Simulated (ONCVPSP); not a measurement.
How hard is this Rb ONCV potential?

ONCVPSP 4.0.1 input, shortened (lines: element, Z, core and valence counts, functional; n l f; lmax; l rc ep ncon nbas qcut; lloc lpopt rc5 dvloc0; l nproj debl; icmod fcfact rcfact), PBE, fully relativistic:

```
  Rb 37.00    6    4        4      upf
    1    0    2.00
    2    0    2.00
    2    1    6.00
    3    0    2.00
    3    1    6.00
    3    2   10.00
    4    0    2.00
    4    1    6.00
    5    0    0.50
    5    1    0.50
    3
    0    2.85    0.00    4    8    4.90
    1    2.40    0.00    4    7    5.30
    2    2.40    0.23    4    8    3.40
    3    3.05    0.38    5   10    3.20
    4    5    2.20    0.00
    0    2    2.20
    1    2    3.90
    2    2    1.30
    3    2    0.70
    3    4.00    1.60
```

Open shells are filled in proportion to 2j + 1.

Task: For each optimised wave give the share of its norm inside rc, the residual kinetic energy above qcut (Ha) and the cutoffs (Ha) for errors of 10, 1, 0.1 and 0.01 mHa per electron.

Result:

```csv
wave,norm inside rc,residual KE,10 mHa,1 mHa,0.1 mHa,0.01 mHa
4s,0.985,1.5e-08,2.4,3.6,6.8,8.7
5s,0.082,2.8e-08,1.6,2.8,7.1,9.1
4p j=3/2,0.850,1.8e-07,4.9,6.6,8.1,9.2
5p j=3/2,0.017,8.9e-08,2.3,4.4,6.2,7.4
4p j=1/2,0.864,8.2e-08,5.2,7.0,8.6,10.0
5p j=1/2,0.017,8.1e-08,2.4,4.6,6.4,7.9
d projector 1 j=5/2,0.202,3.2e-03,4.6,8.0,35.9,42.4
d projector 2 j=5/2,0.149,2.8e-02,6.8,12.1,24.9,40.2
d projector 1 j=3/2,0.260,2.8e-03,4.5,7.7,35.2,42.1
d projector 2 j=3/2,0.149,3.0e-02,7.0,12.9,26.6,43.7
f projector 1 j=7/2,0.136,5.5e-04,2.2,4.5,12.5,41.2
f projector 2 j=7/2,0.413,2.0e-02,5.7,8.9,20.5,40.3
f projector 1 j=5/2,0.136,5.5e-04,2.2,4.5,12.6,41.2
f projector 2 j=5/2,0.413,2.0e-02,5.7,8.9,20.5,40.3
```

The occupied waves need 7.0 Ha and 8.6 Ha for 1 and 0.1 mHa.
